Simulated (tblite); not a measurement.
Species: C₆H₁₀OSi₂.
Bonds: Si1–O2, O2–Si3, Si3–C4, C4–C5 (aromatic), C5–C6 (aromatic), C6–C7 (aromatic), C7–C8 (aromatic), C8–C9 (aromatic), C4–C9 (aromatic). Hydrogens: H10, H11, H12 on Si1; H13, H14 on Si3; H15 on C5; H16 on C6; H17 on C7; H18 on C8; H19 on C9.

Computed geometry: GFN2-xTB, gas phase.

**Question.** What internal coordinates does the optimisation give?

**Answer.** 
| bond | length (bohr) |
| --- | --- |
| Si1–O2 | 3.054 |
| O2–Si3 | 3.059 |
| Si3–C4 | 3.563 |
| C4–C5, C4–C9 | 2.631 |
| C5–C6, C8–C9 | 2.614 |
| C6–C7, C7–C8 | 2.617 |
| Si1–H10, Si1–H11, Si1–H12 | 2.762 |
| Si3–H13, Si3–H14 | 2.768 |
| C5–H15, C9–H19 | 2.043 |
| C6–H16, C8–H18 | 2.043 |
| C7–H17 | 2.042 |

Bonds in one row agree within 0.02 bohr and their mean is given. A selection of angles:
| angle | degrees |
| --- | --- |
| O2–Si1–H10 | 107.6 |
| O2–Si1–H12 | 105.4 |
| H10–Si1–H11 | 111.3 |
| H10–Si1–H12 | 112.5 |
| Si1–O2–Si3 | 168.6 |
| O2–Si3–C4 | 109.0 |
| O2–Si3–H13 | 105.3 |
| O2–Si3–H14 | 107.5 |
| C4–Si3–H13 | 111.6 |
| H13–Si3–H14 | 112.3 |
| Si3–C4–C5 | 122.1 |
| Si3–C4–C9 | 120.0 |
| C5–C4–C9 | 117.9 |
| C4–C5–C6 | 121.2 |
| C4–C5–H15 | 119.0 |
| C6–C5–H15 | 119.8 |
| C5–C6–C7 | 120.0 |
| C5–C6–H16 | 120.1 |
| C7–C6–H16 | 120.0 |
| C6–C7–C8 | 119.7 |
| C6–C7–H17 | 120.2 |

Torsions: O2–Si3–C4–C5 -1° (synperiplanar). The mirror-image conformer, all signs reversed, is as good.

Si1 (oxygen-bound silicon) is distorted tetrahedral (angles from 105.4° to 112.5°). Of the pairs four or more bonds apart, O2···H15 is among the closest relative to their van der Waals radii: 2.69 Å, 99 % of the sum of Bondi's values. Si3 (oxygen-bound silicon) is distorted tetrahedral (angles from 105.3° to 112.3°). The 6-membered ring C4–C5–C6–C7–C8–C9 has internal angles of 117.9° to 121.3° (sum 720°, against 720° for a flat polygon); it is planar, 0.00 Å rms from its mean plane, widest ring torsion 0°.

Point group: C1 (no symmetry element, even within 0.4 Å). GFN2-xTB frequencies show an imaginary mode (45i cm⁻¹), so the point is no minimum at that level.

Hardware: one thread of an Arm Neoverse V1, shared host. Cost: 0.97 s. This is the geometry optimisation.
